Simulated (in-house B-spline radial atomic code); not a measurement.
Results of a calculation; reference values are marked as such.
# From levels and matrix elements to observables: Cd XLVI (Cd45+)

One electron outside the 1s2 core, from an all-electron radial atomic-structure program (B-spline basis): Brueckner orbitals with a screened correlation potential on Dirac-Hartree-Fock, Breit and QED terms for the lowest states, dipole elements in length form with static core polarisation. The core's own polarisability, by RPA, is 1.532e-06 bohr³.

```json
{"state": "2s1/2", "removal energy (cm⁻¹)": "61361794", "size of the reduced dipole element to 2s1/2 (a.u.)": "-"}
{"state": "3s1/2", "removal energy (cm⁻¹)": "26890082", "size of the reduced dipole element to 2s1/2 (a.u.)": "-"}
{"state": "2p1/2", "removal energy (cm⁻¹)": "60537344", "size of the reduced dipole element to 2s1/2 (a.u.)": "0.087"}
{"state": "2p3/2", "removal energy (cm⁻¹)": "58733732", "size of the reduced dipole element to 2s1/2 (a.u.)": "0.1268"}
{"state": "3p1/2", "removal energy (cm⁻¹)": "26662501", "size of the reduced dipole element to 2s1/2 (a.u.)": "0.05054"}
{"state": "3p3/2", "removal energy (cm⁻¹)": "26126929", "size of the reduced dipole element to 2s1/2 (a.u.)": "0.06599"}
```

Use R = 109737.3 cm⁻¹, 1 hartree = 219474.6 cm⁻¹, c = 137.036 and 1 a.u. of rate = 4.1341e16 s⁻¹.

(1) Find the quantum defects of the two s states and predict 4s1/2.

(2) What are the wavelength, oscillator strength and rate of 2s1/2–2p3/2?

## Answers

(1) With n* = 46 √(R/E): 2s1/2 has n* = 1.9453, δ = 0.0547; 3s1/2 has n* = 2.9386, δ = 0.0614. Ritz's form δ = δ0 + b/n*² gives b = -0.045, δ0 = 0.0666, so with n* ≈ 4 − 0.0614, δ = 0.0637 and E = R × 46²/(4 − 0.0637)² = 14986501 cm⁻¹. The program finds 15002998 cm⁻¹. In so highly charged an ion δ holds relativistic, Breit and QED shifts that Ritz's form doesn't follow, and the higher level lacks the last two.

(2) ΔE = 2628062 cm⁻¹ = 11.97433 hartree, λ = 3.8051 nm in vacuum. f = (2/3) ΔE D²/(2j + 1 of the lower state) = (2/3) × 11.97433 × 0.1268²/2 = 0.0642. A = (4/3) ΔE³ D²/(c³ (2j' + 1)) = 3.5757e-06 a.u. = 1.478e+11 s⁻¹, a partial lifetime of 0.006765 ns.
